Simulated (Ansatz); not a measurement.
Job for Ansatz (a quantum-chemistry and plane-wave program): R-B3LYP/def2-TZVPP on GaH3 (SMILES [GaH3]).

Ansatz 0.2 input:
```yaml
crystal:
  periodic: [false, false, false]
  atoms:
    - {symbol: Ga, position_ang: [-0.00000000, 0.00000000, -0.00000000]}
    - {symbol: H, position_ang: [1.56592701, -0.10900138, -0.02050449]}
    - {symbol: H, position_ang: [-0.87742328, -1.30173746, 0.00609279]}
    - {symbol: H, position_ang: [-0.68850373, 1.41073884, 0.01441170]}
basis:
  gaussian:
    orbitals: def2-TZVPP
hamiltonian:
  xc: {name: B3LYP}
accuracy: high
relax: {f_tol: 0.0005, max_steps: 60}
scf: {lower_state_search: off}
output: {forces: true}
```

Program output:

```
WARN ansatz: RAYON_NUM_THREADS=2 ignored (pool sized by the plan → 2); use --threads N
Functional definition: B3LYP
these checks for a lower state are left out or cut short: stability, starts, cluster_reference, orbital_swaps, neighbouring_geometries, increment
integrals: 0.10 GiB planned
1514 factors; integrals over basis functions are off by at most 3.0e-9 eV
mean field: 0.36 GiB planned
mean field evaluation 1: about -52426.7561 eV, gradient 2.6e1 eV
mean field evaluation 2: about -52426.8042 eV, gradient 3.3e1 eV
mean field evaluation 4: about -52427.5846 eV, gradient 1.8e-1 eV
mean field evaluation 8: about -52427.5949 eV, gradient 3.0e-3 eV
mean field evaluation 16: about -52427.5949 eV, gradient 3.5e-8 eV
mean field -52427.59491151 eV, -1926.6785762978 hartree, gradient 3.5e-8 eV, S^2 0.000000; 0 other end points of the search recorded, 0 dependent functions left out
the calculation of the forces begins
reference -52427.59494423 eV, -1926.6785775003 hartree; 17, 17 occupied and 73, 73 virtual orbitals, 1514 factors
relax step   1: F+E_penalty+E_count = -52427.59491151 eV  Δ(F+E_penalty+E_count) = +0.000e0 eV  max|allowed force component| = 2.996e-2 eV/Å  Δτ_max = 0.0000 Å  (14 SCF iters, accepted)
these checks for a lower state are left out or cut short: stability, starts, cluster_reference, orbital_swaps, neighbouring_geometries, increment
integrals: 0.10 GiB planned
1514 factors; integrals over basis functions are off by at most 3.0e-9 eV
mean field: 0.36 GiB planned
mean field -52427.59500506 eV, -1926.6785797355 hartree, gradient 5.9e-8 eV, S^2 0.000000; 0 other end points of the search recorded, 0 dependent functions left out
the calculation of the forces begins
reference -52427.59503777 eV, -1926.6785809377 hartree; 17, 17 occupied and 73, 73 virtual orbitals, 1514 factors
relax step   2: F+E_penalty+E_count = -52427.59500506 eV  Δ(F+E_penalty+E_count) = -9.354e-5 eV  max|allowed force component| = 5.303e-3 eV/Å  Δτ_max = 0.0018 Å  (15 SCF iters, accepted)
these checks for a lower state are left out or cut short: stability, starts, cluster_reference, orbital_swaps, neighbouring_geometries, increment
integrals: 0.10 GiB planned
1514 factors; integrals over basis functions are off by at most 3.0e-9 eV
mean field: 0.36 GiB planned
mean field -52427.59500807 eV, -1926.6785798462 hartree, gradient 1.5e-8 eV, S^2 0.000000; 0 other end points of the search recorded, 0 dependent functions left out
the calculation of the forces begins
reference -52427.59504078 eV, -1926.6785810483 hartree; 17, 17 occupied and 73, 73 virtual orbitals, 1514 factors
relax step   3: F+E_penalty+E_count = -52427.59500807 eV  Δ(F+E_penalty+E_count) = -3.011e-6 eV  max|allowed force component| = 3.233e-6 eV/Å  Δτ_max = 0.0004 Å  (14 SCF iters, accepted)
Total energy: -52427.59504078 eV, -1926.6785810483 hartree
Atom 0 at    -0.000000     0.000000     0.000000 Å, force     0.000000    -0.000000    -0.000000 eV/Å
Atom 1 at     1.563792    -0.108853    -0.020477 Å, force     0.000003    -0.000000    -0.000000 eV/Å
Atom 2 at    -0.876227    -1.299963     0.006084 Å, force    -0.000002    -0.000003     0.000000 eV/Å
Atom 3 at    -0.687565     1.408816     0.014392 Å, force    -0.000001     0.000003     0.000000 eV/Å
Dipole moment:     0.000000    -0.000000    -0.000000 e Å
Checks for a lower state left out: stability, starts, cluster_reference, orbital_swaps, neighbouring_geometries, increment
```

The run converged.

Cost: around 7 core-seconds (rough).
